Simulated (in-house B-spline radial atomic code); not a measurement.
**Ionising Cd5+ with different functionals**

Computed with an all-electron radial atomic-structure program (B-spline basis): scalar-relativistic (spin-free X2C) Hamiltonian, Fermi nucleus of rms radius 4.6087 fm, spin-polarised at highest spin, spherical fractional occupations for the functionals, the average over the highest-spin determinants for Hartree-Fock. The ionisation energy is the difference of two self-consistent energies, [Kr] 4d7 → [Kr] 4d6, without Breit or QED terms; ε is the level of the shell that loses the electron (its least bound occupied spin orbital). There is no spin-orbit coupling in this Hamiltonian.

Hybrids are left out here: with spherical fractional occupations of an open shell their exact exchange keeps a self-interaction that integer-occupation calculations don't have.

```tsv
method	rung	ΔSCF (eV)	-ε(4d) (eV)
Hartree-Fock	Hartree-Fock	85.78	87.14
LDA VWN5	LDA	88.13	79.12
LDA PW92	LDA	88.12	79.12
LDA exchange-only	LDA	85.95	77.03
PBE	GGA	87.75	78.78
PBEsol	GGA	87.75	78.77
BLYP	GGA	87.62	78.63
RPBE	GGA	87.69	78.71
PW91	GGA	87.87	78.89
BP86	GGA	87.87	78.89
AM05	GGA	87.83	78.83
OLYP	GGA	88.01	79.01
TPSS	meta-GGA	87.58	78.63
SCAN	meta-GGA	87.34	78.53
r2SCAN	meta-GGA	87.35	78.55
revTPSS	meta-GGA	87.50	78.55
```

Problem. How do they compare with the NIST value?

Solution. NIST lists 87 eV ± 2 (tabulated theory, ground level to ground level). Errors run from -1.22 to +1.13 eV; all lie within about twice that uncertainty, so the table can't rank the methods. Hartree-Fock also lacks correlation.
